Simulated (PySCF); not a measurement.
Static polarisabilities and like-pair C6 coefficients by linear response at CAM-B3LYP/def2-SVPD (PySCF, frozen core in the response, non-relativistic, gas phase), PBE0-D3(BJ)/def2-SVP geometries, one conformer each; atomic units unless stated. Spin–orbit coupling is left out although an atom past zinc is present.

| label | species | α | C6 |
| --- | --- | --- | --- |
| P | `CC(C)[SiH2]C#[C][GeH3]` | 119.5 | 5048 |
| Q | `[SiH3][CH2][GeH]1[CH2]C=C[CH2]1` | 113.7 | 4756 |
| R | `CC[CH2][GeH2][C]#C[SiH3]` | 120.8 | 5125 |
| S | `C[CH](C)[GeH2][C]#C[SiH3]` | 120.0 | 5072 |
| T | `CC[Si@H](C)C#[C][GeH3]` | 119.4 | 5044 |

**Question.** Estimate the unlike-pair coefficients by the rule C6(AB) = 2·C6(AA)·C6(BB) / [C6(AA)·αB/αA + C6(BB)·αA/αB], and compare with the geometric mean, for PR, PS, PT, QR, QS, QT, RS and ST.

**Answer.** 
```csv
pair,combination rule,geometric mean,ratio
PR,5086,5086,1.000
PS,5060,5060,1.000
PT,5046,5046,1.000
QR,4936,4937,1.000
QS,4910,4911,1.000
QT,4897,4898,1.000
RS,5099,5099,1.000
ST,5058,5058,1.000
```

The rule is exact for one-pole polarisabilities and never exceeds the geometric mean; the two meet where both partners have the same effective excitation energy. These unlike-pair values are estimates, not computed integrals.
